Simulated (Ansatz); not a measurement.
A structure relaxed at PBE0-D4/def2-TZVP, charge 0, multiplicity 1:

Cartesian coordinates in Å:
```
C 1.073 0.065 -1.333
Ge -0.142 0.513 0.110
N -1.858 0.034 -0.359
C 0.476 -0.462 1.762
O 1.519 -1.059 1.806
H 2.100 0.286 -1.040
H 0.820 0.633 -2.228
H 1.005 -1.000 -1.558
H -0.203 2.019 0.438
H -2.006 -0.956 -0.497
H -2.586 0.393 0.241
H -0.197 -0.467 2.657
```

(1) Give its formula and SMILES.

(2) Summarise the bond lengths by kind.

Results:

(1) C2H7GeNO, `[CH3][GeH]([NH2])[CH]=O`.

(2) 2 × C–Ge 1.939 to 2.015 Å; 4 × C–H 1.090 to 1.120 Å; 1 × Ge–N 1.842 Å; 1 × Ge–H 1.543 Å; 2 × H–N 1.010 Å; 1 × C–O 1.203 Å.

Computed with Ansatz.
